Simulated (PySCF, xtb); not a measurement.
C₂H₈BNO, SMILES NBOCC.

GFN2-xTB (xtb 6.7.1) at its own geometry gives an orbital gap of 6.78 eV and a dipole moment of 0.42 D.

Coordinates come from a ωB97X-D3(BJ)/def2-SVP optimisation. The structure was generated by enumeration, and PubChem lists no compound with its InChIKey, so it may never have been made. The values are those of a single conformer.

Question: What does PBE/def2-TZVP (PySCF) give? (Estimate from the structure and the level; the computed values follow.)

Answer: gap 6.33 eV (levels -6.02 and 0.31 eV), dipole 0.46 D.
